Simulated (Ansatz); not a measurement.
Computed with Ansatz on PBE0-D4/def2-TZVP structures; ΔE is electronic, products minus reactants. CBS: MP2 limit from def2 TZ/QZ plus the TZ coupled-cluster correction, frozen cores. This one scheme is used for every species. For Se outer-core shells are correlated without core-valence functions, which leaves a few kJ/mol of doubt a bond. Scalar relativity is left out up to krypton. One conformer a species, not always the lowest.

Consider the formal exchange of groups at the Si–C bond: `C[SiH](C)[SeH]` + SiH₄ → `C[SiH]([SiH3])[SeH]` + CH₄.

```tsv
species	HF/CBS(def2) energy (Eh)
`C[SiH](C)[SeH]`	-2769.33377
SiH₄	-291.26912
`C[SiH]([SiH3])[SeH]`	-3020.38300
CH₄	-40.21695
```

(1) Work out ΔE.

Largest T1 diagnostic among the species: 0.011.

## Answers

(1) ΔE = (-3020.38300) + (-40.21695) − (-2769.33377) − (-291.26912) = 0.00294 Eh = +7.7 kJ/mol. CCSD(T)/CBS gives -3.1 kJ/mol.

In def2-TZVPP, CCSD(T) changes the Hartree–Fock value by −8.7 kJ/mol (the triples alone add −1.7 kJ/mol) and MP2 by −4.5 kJ/mol. From PBE to PBE0 (25 % exact exchange), in def2-TZVPP and without D4, ΔE moves by +4.0 kJ/mol.
